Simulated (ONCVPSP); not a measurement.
**How hard is this Pb (Z = 82) ONCV potential?**

- Element: lead (Pb)
- Generator: ONCVPSP 4.0.1
- Type: optimised norm-conserving Vanderbilt (ONCV)
- Functional: PBE
- Relativity: fully relativistic
- Frozen core: [Kr] 4d10 4f14
- Valence charge: 22
- Reference configuration: 5s2 5p6 5d10 6s2 6p2
- Partial waves: 5s+6s: rc 1.50 bohr, ncon 4, nbas 7, qcut 9.8 1/bohr, 2 projectors; 5p+6p: rc 1.70 bohr, ncon 3, nbas 7, qcut 7.8 1/bohr, 3 projectors, debl 3.5 Ha; 5d: rc 1.95 bohr, ncon 3, nbas 7, qcut 7.4 1/bohr, 2 projectors, debl 2.9 Ha
- Local potential: polynomial inside 1.30 bohr (lpopt 5, dvloc0 0 Ha)
- Core correction: none

Open shells are filled in proportion to 2j + 1.

For each optimised wave give the share of its norm inside rc, the residual kinetic energy above qcut (Ha) and the cutoffs (Ha) for errors of 10, 1, 0.1 and 0.01 mHa per electron.

| wave | norm inside rc | residual KE | 10 mHa | 1 mHa | 0.1 mHa | 0.01 mHa |
| --- | --- | --- | --- | --- | --- | --- |
| 5s | 0.979 | 2.9e-07 | 24.3 | 31.0 | 36.5 | 40.9 |
| 6s | 0.127 | 4.6e-07 | 22.8 | 31.2 | 37.5 | 42.3 |
| 5p j=3/2 | 0.964 | 2.1e-07 | 14.3 | 18.0 | 21.1 | 23.6 |
| 6p j=3/2 | 0.048 | 5.3e-07 | 10.3 | 14.1 | 17.1 | 19.9 |
| p projector 3 j=3/2 | 0.103 | 1.9e-05 | 12.9 | 16.5 | 25.4 | 33.8 |
| 5p j=1/2 | 0.984 | 4.5e-07 | 17.2 | 21.3 | 24.6 | 27.2 |
| 6p j=1/2 | 0.090 | 2.0e-07 | 13.4 | 18.0 | 21.7 | 24.8 |
| p projector 3 j=1/2 | 0.115 | 8.0e-06 | 16.0 | 19.9 | 22.9 | 27.9 |
| 5d j=5/2 | 0.883 | 2.4e-06 | 16.8 | 20.6 | 23.4 | 26.1 |
| d projector 2 j=5/2 | 0.153 | 8.7e-06 | 17.1 | 21.2 | 24.5 | 27.4 |
| 5d j=3/2 | 0.903 | 3.4e-06 | 17.3 | 21.0 | 23.8 | 26.5 |
| d projector 2 j=3/2 | 0.162 | 1.3e-05 | 17.6 | 21.7 | 24.9 | 28.0 |

The occupied waves need 31 Ha and 37 Ha for 1 and 0.1 mHa.
